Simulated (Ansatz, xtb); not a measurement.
## Relative energy of two structures of C3H4Al+

Structure I is a singlet given by its coordinates and structure II is a singlet given by its coordinates. Both are isolated ions in the gas phase, relaxed with PBE-D3(BJ)/def2-SVP.

I (Å):

```yaml
atoms:
  - { symbol: C, position_ang: [-1.9771, 0.7488, 0.8492] }
  - { symbol: C, position_ang: [-1.7434, 0.3006, -0.3518] }
  - { symbol: C, position_ang: [-1.4540, -0.1961, -1.5667] }
  - { symbol: Al, position_ang: [0.4138, -1.6848, -1.3741] }
  - { symbol: H, position_ang: [-2.8027, 1.4632, 1.0287] }
  - { symbol: H, position_ang: [-1.3743, 0.4424, 1.7239] }
  - { symbol: H, position_ang: [-0.9264, 0.4510, -2.3003] }
  - { symbol: H, position_ang: [-2.1059, -0.9895, -1.9922] }
```

Close contacts (Å): C1–C2 1.30, C2–C3 1.34, C3–Al4 2.40, C1–H5 1.11, C1–H6 1.11, C3–H7 1.11, C3–H8 1.11.

II (Å):

```yaml
atoms:
  - { symbol: C, position_ang: [-4.3006, 0.6635, 0.5050] }
  - { symbol: C, position_ang: [-3.1611, 0.4236, 0.0951] }
  - { symbol: C, position_ang: [0.3043, -0.3095, -1.1467] }
  - { symbol: Al, position_ang: [-1.4608, 0.0644, -0.5147] }
  - { symbol: H, position_ang: [-5.3056, 0.8752, 0.8663] }
  - { symbol: H, position_ang: [0.4109, 0.0290, -2.1989] }
  - { symbol: H, position_ang: [0.5018, -1.4012, -1.0975] }
  - { symbol: H, position_ang: [1.0522, 0.2206, -0.5199] }
```

Close contacts (Å): C1–C2 1.23, C2–Al4 1.84, C3–Al4 1.91, C1–H5 1.09, C3–H6 1.11, C3–H7 1.11, C3–H8 1.11.

Energies in hartree; the thermal terms are from PBE-D3(BJ)/def2-SVP harmonic frequencies (ideal gas, rigid rotor, one conformer each, 298.15 K, 1 atm) and include the zero-point energy:

|  | I | II |
| --- | --- | --- |
| E, CCSD(T)/def2-TZVP | −358.158820 | −358.164791 |
| zero-point energy | 0.053881 | 0.053039 |
| H(298 K) − E | 0.060424 | 0.060035 |
| G(298 K) − E | 0.025132 | 0.025671 |

Task: Work out ΔE, ΔE₀, ΔH and ΔG for I → II in kcal/mol (1 Eh = 627.51 kcal/mol) and the equilibrium ratio [II]/[I].

Result: 1. ΔE = −358.164791 − (−358.158820) = −0.005971 Eh = −3.75 kcal/mol.
2. ΔE₀ = ΔE + ΔZPE = −0.005971 + (−0.000842) Eh = −4.28 kcal/mol.
3. ΔH = ΔE + (−0.000389) Eh = −3.99 kcal/mol.
4. ΔG = ΔE + (+0.000539) Eh = −3.41 kcal/mol, so ΔS = (ΔH − ΔG)/T = −8.2 J/(mol K).
5. kT = 0.9442 mEh, so K = [II]/[I] = exp(−ΔG/kT) = exp(+5.75) ≈ 320.

Structure II is favoured at this temperature. An error of 1 kcal/mol in ΔG would change K by a factor of 5.4. PBE-D3(BJ)/def2-SVP gave ΔE the other sign. Mirror images and further conformers aren't counted.

Other levels gave ΔE = −20.8 (GFN2-xTB); −17.4 (HF/STO-3G, GFN2-xTB geometries); −2.7 (r2SCAN-D4/def2-SVP, GFN2-xTB geometries); +4.7 (PBE-D3(BJ)/def2-SVP); −2.8 (HF/def2-TZVP); −10.3 (MP2/def2-TZVP) kcal/mol. The correlated steps freeze 8 core orbitals. Programs: Ansatz 0.2.0, xtb 6.7.1.
